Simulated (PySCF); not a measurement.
# [Er(NH3)4]3+ at several levels of theory

Computed with PySCF 2.14.0 (density fitting, no spin-orbit coupling) at the geometry relaxed with TPSS:

```xyz
17
[Er(NH3)4]3+ (singlet in the valence; each metal's 4f electrons, 11 of them, lie in its core potential, out of spins and levels)
Er    0.0000    0.0000    0.0060
N     1.3992    1.3992    1.3957
H     1.2777    1.2777    2.4226
H     2.4249    1.2736    1.2679
H     1.2736    2.4249    1.2679
N    -1.3992   -1.3992    1.3957
H    -1.2777   -1.2777    2.4226
H    -2.4249   -1.2736    1.2679
H    -1.2736   -2.4249    1.2679
N     1.3952   -1.3952   -1.3946
H     2.0383   -2.0383   -0.8876
H     0.8852   -2.0363   -2.0374
H     2.0363   -0.8852   -2.0374
N    -1.3952    1.3952   -1.3946
H    -2.0383    2.0383   -0.8876
H    -0.8852    2.0363   -2.0374
H    -2.0363    0.8852   -2.0374
```

```
    level                                                 basis    state  HOMO (eV)  gap (eV)  charge on Er1 (e)  population of f-type functions on Er1 (polarisation alone where 4f lies in the core)  dipole about the centre of mass (D)  largest force component (eV/Å)
     TPSS     Er lcecp-1-SVP with ECP57, N def2-SVP, H def2-SVP  singlet     -22.15      6.95               1.51                                                                                  0.03                                 0.02                            0.01
    TPSSh                                              the same  singlet     -22.77      7.94               1.56                                                                                  0.03                                 0.02                            0.14
       HF                                              the same  singlet     -27.48     16.92               1.95                                                                                  0.03                                 0.01                            0.86
CAM-B3LYP                                              the same  singlet     -25.03     11.74               1.54                                                                                  0.03                                 0.02                            0.22
     TPSS  Er lcecp-1-TZVP with ECP57, N def2-TZVP, H def2-TZVP  singlet     -22.08      6.98               1.91                                                                                  0.03                                 0.03                            0.29
```

In the lcecp rows the 4f levels are missing from HOMO and gap, and the state counts the valence alone.

Charges are Mulliken's, which hang on the basis. The relaxation used the grid (50, 194), these runs (75, 302) or, all-electron (x2c bases, spin-free X2C Hamiltonian), (99, 590).

**Question.** What does BLYP with Er lcecp-1-SVP with ECP57, N def2-SVP, H def2-SVP give here?

**Answer.** state singlet, HOMO (eV) -21.87, gap (eV) 6.51, charge on Er1 (e) 1.38, population of f-type functions on Er1 (polarisation alone where 4f lies in the core) 0.02, dipole about the centre of mass (D) 0.02, largest force component (eV/Å) 0.14. Time: 15 s on 4 threads of Intel(R) Xeon(R) Processor @ 2.70GHz (shared host), from an already converged density.

In the first row's basis the gap widens with exact exchange: 6.5 to 6.9 eV for BLYP, TPSS (none); 7.9 eV for TPSSh (a fixed share); 11.7 to 16.9 eV for CAM-B3LYP, Hartree–Fock (rising or full at long range).

No frequency check is given that shows the relaxed geometry to be a minimum. An lcecp potential fixes the number of 4f electrons, so in runs with it no electron can move into or out of that shell.
